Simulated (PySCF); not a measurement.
**Bromine: a sound run and one with changed settings**

Sound run: Br⁺ [Ar] 3d10 4s2 4p4, Br²⁺ [Ar] 3d10 4s2 4p3. Calculation: PySCF 2.14, in x2c-SVPall; the spin-free X2C one-electron Hamiltonian (Gaussian nucleus). In the sound run the correlated levels freeze [Ar] 3d10. The sound run starts from symmetry-adapted Hartree-Fock orbitals and uses a fine grid where one is needed.

Changed run: initial guess 1e, at most 50 SCF cycles.

```tsv
species	method	sound run (hartree)	changed run (hartree)	converged
Br⁺	UHF	-2603.56151	-2603.56151	yes
Br⁺	TPSS	-2605.23877	-2605.23877	yes
Br⁺	CCSD(T)	-2603.65586	-2603.65586	yes
Br²⁺	LDA	-2600.77815	-2600.77815	yes
Br²⁺	MP2	-2602.87680	-2602.87680	yes
```

Here the plain start reaches the same solutions.
